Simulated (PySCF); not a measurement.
Na3Cl3: core ionisation energies

Compound: (NaCl)3 ring, Na3Cl3.
Cartesian coordinates in Å at the PBE0-D3(BJ)/def2-SVP level; atoms count from 1:
```
atom  x, y, z in Å
Na1    1.5260   -1.7212    0.2971
Cl2   -0.6945   -2.4564   -0.5606
Na3   -2.0471   -0.4149   -0.9577
Cl4   -1.6955    2.0025   -0.4884
Na5    0.5431    2.1096    0.6100
Cl6    2.3680    0.4804    1.0996
```

Computed with delta-SCF UKS SCAN, pcX-2 on the ionised atom, pcseg-1 elsewhere, spin-free X2C (PySCF). Vertical ΔSCF values, vacuum level as zero.

Problem. List the computed XPS lines with their assignment.

Solution. 
```csv
atom(s),bonded to,level,binding energy (eV),2p1/2 (eV),count
Cl2/Cl4/Cl6,2 Na,Cl 2p3/2,204.11,205.76,3
Na1/Na3/Na5,2 Cl,Na 1s,1078.81,–,3
Cl2/Cl4/Cl6,2 Na,Cl 1s,2826.69,–,3
```

Problem. Express the binding energy of Na 1s of Na1/Na3/Na5 in atomic units and per mole.

Solution. 1078.81 eV = 39.6455 Eh = 104089 kJ/mol.

Problem. What is the longest wavelength that can ionise Na 1s of Na1/Na3/Na5 vertically?

Solution. λ = hc/E = 12398.42 eV Å / 1078.81 eV = 11.493 Å.

One atom of each set of topologically equivalent atoms was ionised and stands for the set; in this conformer not all members are related by symmetry, and their own values weren't computed. For 2p shells one spin-free hole was relaxed; a mean-field spin–orbit operator and the ground-state splitting of the three 2p orbitals were then diagonalised within the shell. The shell's mean is (2 × 2p3/2 + 2p1/2)/3, and the degeneracies 2j + 1 give areas of 2:1. 2p1/2 minus 2p3/2 (ligand field included): Cl 1.65 eV. Geometry: PBE0-D3(BJ)/def2-SVP, one conformer, isolated molecule.
